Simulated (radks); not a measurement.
Values are calculated unless marked as measured or tabulated.
Q: Yb9+, 61 electrons, occupied as [Kr] 4d10 4f12 5s2 5p1. Code: a radial shooting solver on a logarithmic mesh with Libxc functionals. Model: scalar-relativistic Kohn-Sham, LDA (Slater exchange, VWN5 correlation), spin-polarised, spherical densities, finite nucleus; open shells are filled with parallel spins first (spin-orbit coupling, left out, can overturn this in heavy ions); Fermi nuclear charge, rms radius 5.3108 fm. Some entries of the table are withheld. Estimate them.

| orbital | occ. | eigenvalue (eV) | <r> (bohr) |
|---|---|---|---|
| 1s up | 1 | -61331.39 | 0.01968 |
| 1s down | 1 | -61331.27 | 0.01968 |
| 2s up | 1 | -10522.31 | 0.08339 |
| 2s down | 1 | -10522.19 | 0.08339 |
| 2p up | 3 | -9298.163 | 0.07416 |
| 2p down | 3 | -9298.029 | 0.07416 |
| 3s up | 1 | -2491.485 | 0.2170 |
| 3s down | 1 | -2490.346 | 0.2169 |
| 3p up | 3 | -2122.286 | 0.2164 |
| 3p down | 3 | -2121.143 | 0.2163 |
| 3d up | 5 | -1671.235 | 0.1961 |
| 3d down | 5 | -1670.327 | 0.1961 |
| 4s up | 1 | -613.7300 | 0.4873 |
| 4s down | 1 | -611.5597 | 0.4873 |
| 4p up | 3 | -492.1358 | 0.5168 |
| 4p down | 3 | -489.9920 | 0.5169 |
| 4d up | 5 | -331.7247 | 0.5553 |
| 4d down | 5 | -329.5821 | 0.5552 |
| 5s up | 1 | -193.7588 | 1.095 |
| 5s down | 1 | -191.5045 | 1.096 |
| 5p up | 1 | -159.8138 | (1) |
| 5p down | 0 | -157.6483 | (2) |
| 4f up | 7 | (3) | (4) |
| 4f down | 5 | (5) | (6) |
| 5d up | 0 | -115.3474 | 1.444 |
| 5d down | 0 | -113.4755 | 1.454 |
| 6s up | 0 | -93.1626 | 2.065 |
| 6s down | 0 | -92.2387 | 2.080 |

A: 
(1) 5p up <r> (bohr): 1.213
(2) 5p down <r> (bohr): 1.216
(3) 4f up eigenvalue (eV): -153.7546
(4) 4f up <r> (bohr): 0.6563
(5) 4f down eigenvalue (eV): -151.5204
(6) 4f down <r> (bohr): 0.6566
